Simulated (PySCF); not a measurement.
CHCl, SMILES [CH]Cl (connectivity only; charge and spin as stated), neutral, multiplicity 1. Geometry optimised at ωB97X-D3(BJ)/def2-TZVPD. The isomer is the one that the SMILES or the coordinates give; other isomers of the formula were not compared.

Calculation: PySCF with ωB97X-D3(BJ)/def2-TZVPD.

Harmonic wavenumbers (cm⁻¹): 850, 1237, 2967. Rotational constants (GHz): 477.4, 18.24, 17.57; symmetry number 1.

**Question.** Work out the zero-point energy and the ideal-gas rigid-rotor harmonic-oscillator thermochemistry at 298.15 K and 1 atm.

**Answer.** ZPE = ½ Σ hcν = ½ × 5054 cm⁻¹ = 7.23 kcal/mol. H − E(el) = 9.64 kcal/mol. Entropy in cal/(mol K): translation 37.56, rotation 18.29, vibration 0.21, total 56.06. G − E(el) = -7.07 kcal/mol. Cp = 8.70 cal/(mol K).
